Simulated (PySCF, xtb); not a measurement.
CH₈FNSi₂, SMILES N[SiH2][SiH2]CF.

GFN2-xTB (xtb) at its own geometry gives an orbital gap of 4.20 eV and a dipole moment of 1.61 D.

The structure is a stationary point at PBE0-D3(BJ)/def2-SVP. This is a generated structure with no PubChem entry under its InChIKey; it may be hypothetical. Other conformers were not sampled.

Question: What does PySCF with B3LYP/def2-TZVP give? (The exact figures need the calculation; the answer reports its results.)

Answer: gap 6.24 eV (levels -6.74 and -0.50 eV), dipole 2.04 D.
